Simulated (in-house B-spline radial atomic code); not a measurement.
# Ta VI (Ta5+): [Ar] 3d10 4s1 4p6 4d10 4f14 5s2 5p6 5d1 (with a hole in an inner shell)

All numbers are computed (Dirac-Hartree-Fock, average of configuration; Fermi nucleus of rms radius 5.3507 fm) with an all-electron radial atomic-structure program (B-spline basis), not measured.

Z_r = [3n² - l(l+1)]/(2<r>); Z_e = n√(-2ε); the last column is Slater's effective charge. Values are occupation-weighted means over j. An effective charge above Z reflects the relativistic contraction of the inner shells.

```
shell  electrons   ε (eV)  <r> (bohr)    Z_r    Z_e  Slater
   1s          2   -67923     0.01866  80.38  70.66   72.70
   2s          2   -11868     0.07829  76.64  59.07   68.85
   2p          6   -10473     0.07014  71.28  55.49   68.85
   3s          2  -2835.3       0.204  66.19  43.31   61.75
   3p          6  -2408.7      0.2036  61.40  39.92   61.75
   3d         10    -1877      0.1856  56.58  35.24   51.85
   4s          1  -668.43      0.4598  52.20  28.04   45.60
   4p          6  -517.96      0.4851  47.41  24.68   45.60
   4d         10  -325.47      0.5204  40.36  19.56   34.85
   5s          2  -149.13       1.082  34.66  16.55   16.20
   4f         14  -110.46      0.5999  30.00  11.40   23.45
   5p          6  -108.57       1.225  29.78  14.12   16.20
   5d          1   -63.17       1.605  21.50  10.77    6.00
```

The least bound orbital is 5d5/2 at -62.77 eV, and it is also the most diffuse (<r> = 1.617 bohr). The part-filled 4s shell lies below the filled 5p shell in orbital energy.

Spin-orbit splittings of the orbital energies (j = l + 1/2 above j = l - 1/2 when positive): 2p 1273 eV, 3p 278.6 eV, 3d 60.1 eV, 4p 65.12 eV, 4d 12.27 eV, 4f 2.265 eV, 5p 10.46 eV, 5d 0.9957 eV.

For the 1s electron the small component carries 7.56 % of the norm, the zero-frequency Breit interaction raises the level by 232.3 eV, self-energy by 144.7 eV, and vacuum polarisation lowers it by 26.96 eV.
